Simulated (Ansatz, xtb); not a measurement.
**Relative energy of two isomers of C3H5FO2Se**

We compare X, `O=C(O)C[Se]CF`, a singlet, with Y, `C[Se][C@H](F)C(=O)O`, a singlet. Both are isolated molecules in the gas phase, relaxed with B3LYP/def2-SVP; each stands in its lowest conformer found.

Q: Estimate which is lower in electronic energy at CCSD(T)/def2-SVP + ΔMP2/def2-TZVPP, and by roughly how much.

A: Not settled: CCSD(T)/def2-SVP + ΔMP2/def2-TZVPP gives E(Y) − E(X) = +1.18 kcal/mol, but this leans on the basis-set step: CCSD(T) alone gives +0.59 kcal/mol.

How the difference moves with the method:

```csv
level,geometry,E(Y) − E(X) (kcal/mol),departure from the last row (kcal/mol),"job, with rough time for the two"
GFN2-xTB,GFN2-xTB,+0.98,−0.20,"optimisation, 0.5 s"
HF/STO-3G,GFN2-xTB,+2.43,+1.25,"single point, 1.4 s"
r2SCAN-D4/def2-SVP,GFN2-xTB,+0.08,−1.11,"single point, 6.6 s"
B3LYP/def2-SVP,B3LYP/def2-SVP,+0.72,−0.46,"optimisation, 2.5 min"
HF/def2-SVP,B3LYP/def2-SVP,+1.68,+0.50,part of the CCSD(T) run
MP2/def2-SVP,B3LYP/def2-SVP,+0.53,−0.66,part of the CCSD(T) run
CCSD(T)/def2-SVP,B3LYP/def2-SVP,+0.59,−0.59,single point
CCSD(T)/def2-SVP + ΔMP2/def2-TZVPP,B3LYP/def2-SVP,+1.18,,"single point, 2.5 min"
```

As drawn, both hold the same kinds of bond in the same numbers. Structure X has 0 methyl groups, Y 1.

r2SCAN-D4/def2-SVP finds them nearly level. The largest departure from CCSD(T)/def2-SVP + ΔMP2/def2-TZVPP is that of HF/STO-3G, 1.25 kcal/mol. The last row adds to CCSD(T) the change of the MP2 difference between the two basis sets, here +0.59 kcal/mol.

With thermal terms from frequencies at re-optimised GFN2-xTB minima (ideal gas, soft modes damped towards free rotors, one conformer each, 298.15 K, 1 atm): on the last row, ΔE + ΔZPE = +0.84, ΔH = +0.98, ΔG = +0.83 kcal/mol.

The correlated steps freeze 15 core orbitals; the filled d shell of Se is correlated, in a basis made for valence electrons. Mirror images aren't counted in ΔG. Programs: Ansatz 0.2.0, xtb 6.7.1; the last row on 2 threads of Intel(R) Xeon(R) Processor @ 2.70GHz on a shared host.
